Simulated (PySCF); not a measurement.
C₂H₆GeOSi.
Atom-mapped SMILES: `[CH:1]1=[CH:2][SiH2:3][GeH2:4][O:5]1` (hydrogens: H6 on C1; H7 on C2; H8, H9 on Si3; H10, H11 on Ge4)

Computed by this run: PBE0-D3(BJ)/def2-SVP geometry optimisation, gas phase in PySCF 2.14.0; density fitting, grid level 1; the optimiser is geomeTRIC in internal coordinates, started from a GFN2-xTB structure with every atom displaced at random (about 0.01 Å).

Step 0: E = -68586.6515 eV
```
atom  x, y, z in Å  |  force x, y, z in eV/Å
C1      0.1546    1.4801    0.0803   -1.347   1.419  -0.148
C2     -1.0809    0.9264   -0.0306    0.864  -1.053   0.022
Si3    -1.1092   -0.9267   -0.1229    0.844   0.491   0.550
Ge4     1.3036   -0.9847    0.0294   -0.656   0.658   0.330
O5      1.2914    0.8717    0.1117    1.282  -0.212   0.108
H6      0.2409    2.5925    0.1304    0.081  -0.470   0.029
H7     -1.9405    1.5567   -0.0561   -0.758   0.600  -0.010
H8     -1.5256   -1.5110   -1.3827   -0.413  -0.419  -0.670
H9     -1.6951   -1.6213    1.0420   -0.252  -0.233   0.131
H10     2.2770   -1.1491   -1.0881    0.349  -0.391  -0.902
H11     2.1218   -1.2604    1.2709    0.006  -0.389   0.559
```

**Question.** Estimate the geometry and energy of step 1. (The exact step hangs on the optimiser's Hessian estimate; all steps are aligned on step 0, rigid shifts and turns removed.)

**Answer.** E = -68586.8610 eV, largest force 0.520 eV/Å
```
atom  x, y, z in Å  |  force x, y, z in eV/Å
C1      0.1417    1.5513    0.0779    0.370  -0.294   0.012
C2     -1.0451    0.9094   -0.0275   -0.207   0.132  -0.028
Si3    -1.0222   -0.9470   -0.1133   -0.058   0.077  -0.003
Ge4     1.3412   -0.8706    0.0551    0.381  -0.323  -0.146
O5      1.3551    0.9783    0.1237   -0.336   0.079  -0.014
H6      0.2080    2.6440    0.1396   -0.002   0.072  -0.005
H7     -1.9486    1.5312   -0.0535    0.093  -0.103   0.005
H8     -1.5291   -1.5549   -1.3837    0.047   0.046  -0.007
H9     -1.7016   -1.6514    1.0139    0.007  -0.001   0.063
H10     2.1869   -1.2668   -1.2018   -0.182   0.175   0.392
H11     2.0517   -1.3493    1.3540   -0.112   0.138  -0.269
```

The energy changes by -0.2095 eV. The first-order estimate −F·Δx gives -0.5429 eV and the mean of the old and new forces, exact on a quadratic surface, -0.1938 eV. The step makes an angle of 63° with the force vector and moves no atom by more than 0.187 Å.

What follows is the cost of the whole optimisation. Hardware: an Arm Neoverse V1 with one thread (shared host). Cost: 47 s wall, 0.52 GiB resident at most.
